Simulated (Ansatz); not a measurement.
Geometry optimisation, Ansatz, RHF/def2-SVP.

Input:

```yaml
crystal:
  periodic: [false, false, false]
  atoms:
    - { symbol: Ti, position_ang: [0.0, 0.0, 0.0] }
    - { symbol: "N", position_ang: [0.0, 0.0, 2.06] }
    - { symbol: H, position_ang: [-0.877, -0.2713, 2.59] }
    - { symbol: H, position_ang: [0.877, 0.2713, 2.59] }
    - { symbol: O, position_ang: [1.8106, 0.0, -0.6394] }
    - { symbol: H, position_ang: [2.1269, -0.9521, -0.756] }
    - { symbol: F, position_ang: [-0.8619, 1.4933, -0.6094] }
    - { symbol: F, position_ang: [-0.8619, -1.4933, -0.6094] }
basis:
  gaussian: { orbitals: def2-SVP }
hamiltonian:
  xc: hf
relax:
  f_tol: 0.02
  max_steps: 40
```

Command:

```bash
$ ansatz run input.yaml --threads 1 --pin off --max-ram 2048MiB --backend cpu --events-out ev --progress --plain --runs-dir out
```

**Question.** Where does it end, and by what steps?

**Answer.** The forces met the threshold. After 9 steps the energy has fallen by 1.558 eV; H6 moved furthest, 0.62 Å.

```csv
step,energy less start (eV),largest force component (eV/Å),accepted
0,0.0000,2.999,yes
1,-1.3619,1.598,yes
2,-1.4409,0.471,yes
3,-1.4778,0.408,yes
4,-1.5283,0.161,yes
5,-1.5432,0.153,yes
6,-1.5514,0.334,yes
7,-1.5577,0.031,yes
8,-1.5570,0.257,no
9,-1.5578,0.013,yes
```

```xyz
8
Properties=species:S:1:pos:R:3
Ti -0.009 -0.116 0.091
N -0.018 -0.009 1.930
H -0.845 0.118 2.488
H 0.801 -0.066 2.510
O 1.649 -0.312 -0.411
H 2.399 -0.438 -0.968
F -0.746 1.319 -0.586
F -1.018 -1.448 -0.429
```

Whether the end is a true minimum wasn't checked by a vibrational analysis.

The run took 21 s on 1 thread of Intel(R) Xeon(R) 6975P-C (Granite Rapids) (shared host), peak memory 0.23 GiB.
